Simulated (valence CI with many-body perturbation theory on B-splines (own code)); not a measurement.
Which ion has this spectrum?

A relativistic CI+MBPT calculation for an atom or ion with 39 electrons gives these levels (cm⁻¹):

```csv
J,Parity,E,g
3/2,even,0.0,0.64
5/2,even,69379,1.05
3/2,even,88057,1.24
7/2,even,94296,1.08
9/2,even,98852,1.07
1/2,even,100734,1.91
5/2,even,149878,1.39
7/2,even,165600,1.07
9/2,even,175386,1.14
3/2,even,188193,1.14
1/2,even,195501,1.42
11/2,even,202197,1.09
5/2,even,205781,1.18
5/2,even,219096,1.10
```

The energies are calculated, and their last digits are not significant.

(1) Which is it?
A. Tm30+
B. Ho28+
C. Lu32+
D. Er29+

Answers

(1) D. Er29+, ground level (4d3/2^3) J=3/2.
